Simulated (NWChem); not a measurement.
C2H4BFO2; SMILES O1B(F)OCC1

```xyz
10

F      0.0000     0.0000    -2.0972
B      0.0000     0.0000    -0.7737
O      0.0418    -1.1533    -0.0392
C     -0.0597    -0.7752     1.3409
C      0.0597     0.7752     1.3409
O     -0.0418     1.1533    -0.0392
H     -1.0245    -1.1186     1.7311
H      0.7387    -1.2622     1.9088
H      1.0245     1.1186     1.7311
H     -0.7387     1.2622     1.9088
```
Atoms are numbered in this order, from 1.

Computed with NWChem. Medium grid unless said otherwise, to which SCAN and Minnesota functionals are sensitive. Coordinates come from a B3LYP/6-31G* (spherical d) optimisation. Total energies of different functionals are on different scales.

```csv
level,energy (Ha),highest occupied level (eV),orbital gap (eV),dipole (D),relative time
PBE/def2-TZVP,-353.6571,-6.82,6.55,3.18,1
B3LYP/def2-TZVP,-354.0609,-8.17,8.44,3.37,1
PBE0/def2-TZVP,-353.6726,-8.39,9.00,3.33,1
CAM-B3LYP/def2-TZVP,-353.9316,-9.87,11.23,3.46,10
"LDA (Slater exchange, VWN5)/def2-TZVP",-351.3695,-6.96,6.46,3.33,1
M06-2X/def2-TZVP,-353.9287,-9.96,11.08,3.45,1
```

The last column is a rough cost ratio, cheapest run = 1.
